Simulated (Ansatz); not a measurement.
Reaction (ligand exchange at a Ti–F bond): `[NH2][Ti]([F])([F])[F]` + NH₃ → `[NH2][Ti]([NH2])([F])[F]` + H–F

Calculated with Ansatz (gas phase, PBE0-D4/def2-TZVP geometries, no zero-point term in ΔE). CCSD(T)/CBS adds triple-zeta CCSD(T) − MP2 to the extrapolated MP2 energy (def2 sets, frozen cores). This one scheme is used for every species. Functionals use def2-TZVPP. For Ti outer-core shells are correlated without core-valence functions, which leaves a few kJ/mol of doubt a bond. Scalar relativity is left out up to krypton. One conformer a species, not always the lowest.

`[NH2][Ti]([F])([F])[F]`:

```xyz
7

N     0.585    0.931   -0.277
Ti   -0.366   -0.602    0.152
F     0.764   -1.940    0.143
F    -1.054   -0.460    1.766
F    -1.680   -0.748   -0.998
H     0.183    1.754   -0.704
H     1.568    1.066   -0.082
```

NH₃:

```xyz
4

N    -0.037   -0.244   -0.136
H    -0.740   -0.101    0.579
H     0.865   -0.202    0.322
H    -0.088    0.547   -0.765
```

`[NH2][Ti]([NH2])([F])[F]`:

Cartesian coordinates in Å:
```
N 0.055 -1.550 0.223
Ti 0.270 0.121 -0.590
N -0.430 1.372 0.600
F 1.992 0.417 -0.861
F -0.627 0.146 -2.114
H -0.361 -1.723 1.125
H 0.352 -2.416 -0.206
H 0.121 1.893 1.270
H -1.371 1.740 0.553
```

H–F:

Cartesian coordinates in Å:
```
F -0.225 -0.383 0.121
H 0.225 0.383 -0.121
```

| species | BHLYP-D4 energy (Eh) |
| --- | --- |
| `[NH2][Ti]([F])([F])[F]` | -1205.19283 |
| NH₃ | -56.54789 |
| `[NH2][Ti]([NH2])([F])[F]` | -1161.24959 |
| H–F | -100.45188 |

Problem. Work out ΔE.

Solution. ΔE = (-1161.24959) + (-100.45188) − (-1205.19283) − (-56.54789) = 0.03925 Eh = +103.1 kJ/mol. CCSD(T)/CBS gives +90.8 kJ/mol.

Problem. What do rigid-rotor, harmonic-oscillator terms from PBE0-D4/def2-TZVP frequencies (298.15 K, 1 bar) make of the CCSD(T)/CBS value? (An estimate is asked.)

Solution. Computed: ΔZPE = -5.8 kJ/mol, ΔH = +85.8 kJ/mol, ΔS = -17 J/(mol·K), ΔG = +90.8 kJ/mol. Modes under 50 cm⁻¹ make the entropy rough.

Largest T1 diagnostic among the species: 0.024, so the coupled-cluster value is less sure than usual.

From BLYP to BHLYP (50 % exact exchange), in def2-TZVPP and without D4, ΔE moves by −5.5 kJ/mol. Leaving LDA and LC-ωPBE aside and taking each functional with its dispersion term where it has one, the values, not all of them listed here, spread over 14.7 kJ/mol, from PBE-QIDH to B97M-V. LDA lies −8.3 kJ/mol from PBE without D4.
